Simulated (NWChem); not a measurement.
Molecule: C2H2F2O2; SMILES O=C(O)C(F)F

```xyz
8

O      1.1951    -1.2364     0.2833
C      0.1376    -0.7686    -0.0189
O     -0.9977    -1.4511    -0.1457
C     -0.0872     0.7071    -0.3609
F      1.0101     1.4027    -0.0555
F     -1.1274     1.1826     0.3486
H     -0.8020    -2.3774     0.0671
H     -0.3103     0.8258    -1.4376
```
Atoms are numbered in this order, from 1.

Structure relaxed at the PBE0/def2-SVP level.

Problem. Give the principal values of the shielding tensors (ppm) of O1, C2, O3, C4, F5 from BHandHLYP/pcSseg-1, GIAO (NWChem), with their diamagnetic and paramagnetic parts as GIAO splits them.

Solution. 
```
atom     σ11     σ22    σ33  isotropic  diamagnetic  paramagnetic
----  ------  ------  -----  ---------  -----------  ------------
O1    -369.6  -273.7  299.5     -114.6        402.5        -517.1
C2     -95.2    60.7   77.5       14.3        252.0        -237.6
O3     -18.1   180.7  261.9      141.5        392.9        -251.4
C4      60.5    76.1   97.1       77.9        238.5        -160.6
F5     236.2   358.7  417.7      337.5        474.9        -137.4
```
